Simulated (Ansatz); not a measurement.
Stepwise reaction of `N[Si](N)(F)F` with water, as a gas-phase model of exchange steps in deposition or etching. ΔE in kJ/mol; ΔG adds harmonic PBE0-D4 terms to CCSD(T)/CBS, at 1 bar.

Isolated molecules relaxed with PBE0-D4/def2-TZVP in Ansatz; ΔE leaves out vibrations. CBS: MP2 limit from def2 TZ/QZ plus the TZ coupled-cluster correction, frozen cores. This one scheme is used for every species. DFT in def2-TZVPP. B3LYP here is the variant with VWN-RPA as its local correlation; programs differ in this. One conformer a species, not always the lowest.

| step | reaction | PBE-D4 | B3LYP-D4 | ωB97M-V | CCSD(T)/CBS | ΔG(600 K) |
| --- | --- | --- | --- | --- | --- | --- |
| 1 | `N[Si](N)(F)F` + H₂O → `N[Si](O)(F)F` + NH₃ | -35.5 | -38.1 | -38.2 | -37.1 | -38.4 |
| 2 | `N[Si](O)(F)F` + H₂O → `O[Si](O)(F)F` + NH₃ | -37.5 | -40.8 | -40.6 | -39.2 | -36.5 |

Q: By hand: ΔE of the 2 steps together at CCSD(T)/CBS.

A: (-37.1) + (-39.2) = -76.3 kJ/mol, or -38.2 kJ/mol a step.

In ΔE the steps differ by no more than 2.1 kJ/mol. All are downhill at CCSD(T)/CBS. ΔG lies between -38.4 and -36.5 kJ/mol a step. PBE-D4 differs from CCSD(T)/CBS by 1.6 to 1.7 kJ/mol a step. Isolated molecules leave out the surface, adducts and barriers. Largest T1 diagnostic: 0.011.
